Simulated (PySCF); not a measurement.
System: sum formula Si2H3Cl2, net charge -1, singlet state. It need not be the lowest isomer of its formula. Whether it binds its extra electron was not tested at this geometry. SMILES: Cl[SiH-][SiH2]Cl
Coordinates optimised at B3LYP-D3(BJ)/def2-TZVP (Ansatz):
```xyz
7

Cl     2.1124    -1.4810    -0.1788
Si     1.2850     0.5247     0.4819
Si    -0.8751    -0.2379    -0.1499
Cl    -2.3856     1.2962     0.0040
H      1.4488     1.2021    -0.8819
H     -1.1112    -0.7685    -1.5285
H     -1.4321    -1.3074     0.7355
```
Charge -1, spin multiplicity 1.

Dispersion corrections to the total energy (kcal/mol) from the dftd3 and dftd4 libraries through PySCF: D3(BJ) without and D4 with the three-body term, each with the damping fitted for the functional named.

```json
[
 {"functional": "CAM-B3LYP", "D3(BJ)": "-4.96", "D4": "-5.29"},
 {"functional": "PBE", "D3(BJ)": "[?]", "D4": "-5.91"},
 {"functional": "revPBE", "D3(BJ)": "-11.83", "D4": "-14.89"},
 {"functional": "PW6B95", "D3(BJ)": "-3.59", "D4": "-4.76"},
 {"functional": "HSE06", "D3(BJ)": "[?]", "D4": "-4.81"},
 {"functional": "BHLYP", "D3(BJ)": "-8.73", "D4": "[?]"},
 {"functional": "B2PLYP", "D3(BJ)": "-5.21", "D4": "-4.13"}
]
```

Q: Some entries are withheld; supply them.

A: 
- PBE, D3(BJ): -5.11
- HSE06, D3(BJ): -4.20
- BHLYP, D4: -8.46
